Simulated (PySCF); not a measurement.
Delta-SCF ions had no search for a lower state. Excitations are Tamm–Dancoff values on a coarser integration grid. The basis has no diffuse functions, so Rydberg states are missing or too high.

CH$_{6}$Si$_{2}$, SMILES `C([SiH3])=[SiH2]` (charge 0, multiplicity 1)

The numbers are results of ωB97X-D3(BJ)/def2-TZVP // B3LYP-D3(BJ)/def2-TZVP run with PySCF, not measurements.

```yaml
HOMO: -9.07 eV
dipole_moment: 1.97 D
HOMO–LUMO gap: 9.43 eV
LUMO: 0.35 eV
S1 excitation (TDA): 5.29 eV
S1 oscillator strength: 0.412
brightest of the four lowest singlets (TDA): 5.29 eV
T1 excitation (TDA): 2.89 eV
S1–T1 gap (TDA): 2.40 eV
vertical ionisation energy (Delta-SCF): 8.83 eV
total_energy: -620.7500 Ha
cost: very roughly 100 core-seconds
```

```xyz
9

Si     1.6772     0.1414     0.3979
C      0.3448    -0.3405    -0.5475
Si    -1.4129     0.0081    -0.1186
H      3.0809    -0.1439     0.0436
H      1.5140     0.8892     1.6565
H      0.5480    -0.8891    -1.4628
H     -1.4669     0.7646     1.1568
H     -2.1983    -1.2422     0.0440
H     -2.0868     0.8123    -1.1700
```
